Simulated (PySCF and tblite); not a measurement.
The numbers below are computed, except where a source is named.
System: CH₆OSSi, numbered as in [CH3:1][S@:2](=[O:3])[SiH3:4].

Level: PBE0/pcSseg-1 + D3(BJ) on PBE0-D3(BJ)/def2-SVP stationary points, with GFN2-xTB thermal terms. Rates follow Eyring's equation with the number of equivalent paths and no tunnelling. Programs: tblite and PySCF.

Problem. What barrier does the pyramidal inversion at S2 meet, and how fast is it at 298 K?

Solution. The electronic barrier is 26.9 kcal/mol and ΔG‡(298 K) 26.2 kcal/mol, over a Cs saddle with an imaginary mode of 527i cm⁻¹ (GFN2-xTB). With 1 equivalent path, k is 4.2×10⁻⁷ s⁻¹, a mean lifetime of the start of 28 days against this motion.
